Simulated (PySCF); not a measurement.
H₅InO₃Si. Atoms are numbered in the order given.

```xyz
10

In     0.0032    -0.6206     0.0000
O      1.3789    -2.0524     0.0000
H      0.9877    -2.9337     0.0000
O     -1.9768    -0.8299     0.0000
H     -2.2553    -1.7529     0.0000
O      0.6930     1.2305     0.0000
Si     0.0546     2.7547     0.0000
H     -0.7942     3.0004     1.2103
H      1.1745     3.7433     0.0000
H     -0.7942     3.0004    -1.2103
```

Coordinates come from a PBE0-D3(BJ)/def2-SVP optimisation. The structure was generated by enumeration; whether it is a known compound was not checked. The def2 effective core potentials stand for the cores of In; spin–orbit coupling is left out. One conformer was computed; it need not be the lowest.

These are CAM-B3LYP/def2-TZVP in PySCF values and carry that method's errors.

Gas-phase values at a fixed geometry.

```
Property                                                                                                        Result
---------------------------------------------------------------------------------------------  -----------------------
total energy                                                                                        -708.41623 hartree
point group                                                                                                         Cs
highest occupied level                                                                                        -9.83 eV
lowest empty level                                                                                            -1.39 eV
orbital gap                                                                                                    8.44 eV
dipole moment                                                                                                0.698 e·Å
quadrupole, principal values (traceless, Buckingham form, about the centre of nuclear charge)  -14.93, 4.01, 10.92 D·Å
mean static polarisability                                                                        67.1 bohr³ (9.94 Å³)
polarisability, principal values                                                                52.8, 68.8, 79.6 bohr³
```
